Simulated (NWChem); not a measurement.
Correlation energy of FS

```xyz
2

S      0.0000     0.0000     0.5862
F      0.0000     0.0000    -1.0421
```
Charge 0, spin multiplicity 2.

All runs are NWChem calculations. The geometry was optimised at UB3LYP/def2-SVP, a minimum by its harmonic frequencies.

Basis set: cc-pVTZ. Each correlation energy counts from its own Hartree-Fock reference.

The correlated methods keep 6 core orbitals frozen. The structure started from a generated list of species. The unpaired electrons of the parent sit in orbitals of symmetry b1 (C2v labels of the run); other states weren't searched. No SCF solution was tested for a lower state. Open-shell Hartree-Fock references start from PBE0 orbitals. No row is a measurement; the coupled-cluster row has its own basis-set and correlation limits.

```json
[
 {"method": "URI-MP2", "correlation energy (mHa)": "-395.4"},
 {"method": "UMP2", "correlation energy (mHa)": "-395.4"},
 {"method": "SCS-UMP2", "correlation energy (mHa)": "-388.4"},
 {"method": "CCSD on ROHF", "correlation energy (mHa)": "-420.1"},
 {"method": "CCSD[T] on ROHF", "correlation energy (mHa)": "-436.7"},
 {"method": "CCSD(T) on ROHF", "correlation energy (mHa)": "-435.5"},
 {"method": "CCSD on UHF", "correlation energy (mHa)": "(withheld)"},
 {"method": "CCSD[T] on UHF", "correlation energy (mHa)": "(withheld)"},
 {"method": "CCSD(T) on UHF", "correlation energy (mHa)": "-429.3"}
]
```

Q: What belongs in the gaps?

A: 
- CCSD on UHF, correlation energy (mHa): -414.3
- CCSD[T] on UHF, correlation energy (mHa): -430.4
